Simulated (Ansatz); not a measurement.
The B1–H3 bond of aminoborane (SMILES BN) is stretched (multiplicity 1, the rest rigid).
Geometry at rest (charge 0, multiplicity 1):
```xyz
6

B     -0.77598     0.04477    -0.00303
N      0.60928    -0.03515     0.00238
H     -1.41382    -0.96287    -0.03106
H     -1.29389     1.11910     0.02047
H      1.20971     0.77280     0.02532
H      1.11297    -0.90681    -0.01625
```

Cores are frozen in the correlated methods.

Programs: Ansatz (Gaussian orbitals). Each number belongs to the level named beside it.

FIC-MRCISD+Q on CASSCF(2,2)/cc-pVTZ, total energies (hartree):

```tsv
R (Å)	CASSCF	MRCISD	weight c² of the reference
1.193	-81.540057	-81.853110	0.91303
2.088	-81.449515	-81.751988	0.91319
3.817	-81.384639	-81.680425	0.91514
```

Question: Add the Davidson correction (E_MRCISD − E_CASSCF)(1 − c²)/c² and give the energies above the first point at the three levels.

Answer: 
Corrections (hartree): -0.029821, -0.028754, -0.027428. Above the first point (kcal/mol):
- R = 2.088 Å: CASSCF 56.8, MRCISD 63.5, with the correction 64.1
- R = 3.817 Å: CASSCF 97.5, MRCISD 108.4, with the correction 109.9

Ansatz is a first-principles code.
